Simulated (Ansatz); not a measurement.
Cost and result for the atomization energy of `BB(O)S` (8 atoms, 7 bonds).

The species carries charge 0 and has multiplicity 1. The geometry is a stationary point of PBE0-D4/def2-TZVP. It is one conformer, not always the lowest. Program: Ansatz. All runs use 2 threads of an Arm Neoverse V2 on a shared host. Times are those of one run each, without the atoms' runs, and a repeat can differ threefold. Electronic energies, without spin–orbit coupling; frozen cores. CCSD(T)/CBS adds CCSD(T) − MP2 in def2-TZVPP to the MP2 limit, and its time is that of the two runs behind it. T1 = 0.014. B3LYP takes the VWN-RPA correlation (the form of Gaussian; ORCA's B3LYP/G).

CCSD(T)/CBS is a level of theory with its own doubt, some kJ/mol a heavy atom from the limit and from the frozen cores, so smaller differences don't rank the functionals.

```json
{"level": "LDA (SPW92)/def2-TZVPP", "functions": "191", "wall time": "1.1 s", "atomization (kcal/mol)": "787.3", "difference from CCSD(T)/CBS": "103.8", "per bond": "14.8"}
{"level": "CCSD(T)/def2-SVP", "functions": "80", "wall time": "1.9 s", "atomization (kcal/mol)": "648.9", "difference from CCSD(T)/CBS": "-34.6", "per bond": "-4.9"}
{"level": "BLYP-D4/def2-TZVPP", "functions": "191", "wall time": "2.2 s", "atomization (kcal/mol)": "687.6", "difference from CCSD(T)/CBS": "4.1", "per bond": "0.6"}
{"level": "BHLYP-D4/def2-TZVPP", "functions": "191", "wall time": "2.5 s", "atomization (kcal/mol)": "669.8", "difference from CCSD(T)/CBS": "-13.7", "per bond": "-2.0"}
{"level": "CAM-B3LYP-D4/def2-TZVPP", "functions": "191", "wall time": "3.2 s", "atomization (kcal/mol)": "691.0", "difference from CCSD(T)/CBS": "7.5", "per bond": "1.1"}
{"level": "B3LYP-D4/def2-TZVPP (with forces)", "functions": "191", "wall time": "3.4 s", "atomization (kcal/mol)": "688.6", "difference from CCSD(T)/CBS": "5.1", "per bond": "0.7"}
{"level": "r2SCAN-D4/def2-TZVPP (with forces)", "functions": "191", "wall time": "4.6 s", "atomization (kcal/mol)": "694.6", "difference from CCSD(T)/CBS": "11.1", "per bond": "1.6"}
{"level": "B2PLYP/def2-TZVPP", "functions": "191", "wall time": "5.5 s", "atomization (kcal/mol)": "681.1", "difference from CCSD(T)/CBS": "-2.4", "per bond": "-0.3"}
{"level": "PBE-QIDH/def2-TZVPP", "functions": "191", "wall time": "6 s", "atomization (kcal/mol)": "684.0", "difference from CCSD(T)/CBS": "0.5", "per bond": "0.1"}
{"level": "ωB97X-V/def2-TZVPP", "functions": "191", "wall time": "7.5 s", "atomization (kcal/mol)": "689.3", "difference from CCSD(T)/CBS": "5.8", "per bond": "0.8"}
{"level": "MP2/def2-QZVPP", "functions": "361", "wall time": "18 s", "atomization (kcal/mol)": "691.7", "difference from CCSD(T)/CBS": "8.2", "per bond": "1.2"}
{"level": "CCSD(T)/def2-TZVPP", "functions": "191", "wall time": "51 s", "atomization (kcal/mol)": "666.5", "difference from CCSD(T)/CBS": "-17.0", "per bond": "-2.4"}
{"level": "CCSD(T)/CBS(def2)", "functions": "–", "wall time": "69 s", "atomization (kcal/mol)": "683.5", "difference from CCSD(T)/CBS": "0.0", "per bond": "0.0"}
```

From BLYP to BHLYP (50 % exact exchange), in def2-TZVPP and without D4, the atomization energy moves by −14.4 kcal/mol: exact exchange takes away binding that semilocal exchange gives to molecules. At CCSD(T), def2-SVP lies −34.6 kcal/mol from the extrapolated value and def2-TZVPP −16.9 kcal/mol: correlation converges slowly with the basis, and small sets miss more of it in the bonded molecule than in its fragments. The D4 term adds +5.4 kcal/mol with B3LYP and +2.8 kcal/mol with PBE0; it sums over pairs of atoms, weighted by their polarisabilities, and B3LYP, whose exchange is more repulsive, gets the larger term.
